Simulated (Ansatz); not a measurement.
Calculated with Ansatz (gas phase, PBE0-D4/def2-TZVP geometries, no zero-point term in ΔE). CCSD(T)/CBS adds triple-zeta CCSD(T) − MP2 to the extrapolated MP2 energy (def2 sets, frozen cores). This one scheme is used for every species. DFT in def2-TZVPP. B3LYP here is the variant with VWN-RPA as its local correlation; programs differ in this. One conformer a species, not always the lowest.

Consider the substitution at a C–C bond: `CCS` + `CB(N)S` → `CSB(C)N` + CH₃SH.

| level | ΔE (kJ/mol) |
| --- | --- |
| B3LYP-D4 | 13.9 |
| CCSD/def2-TZVPP | 19.2 |

(1) What does CCSD(T)/CBS give? (Estimate.)

Largest T1 diagnostic among the species: 0.011.

## Answers

(1) The calculation gave: +16.0 kJ/mol. The listed levels differ from it by -2.1, 3.2 kJ/mol.
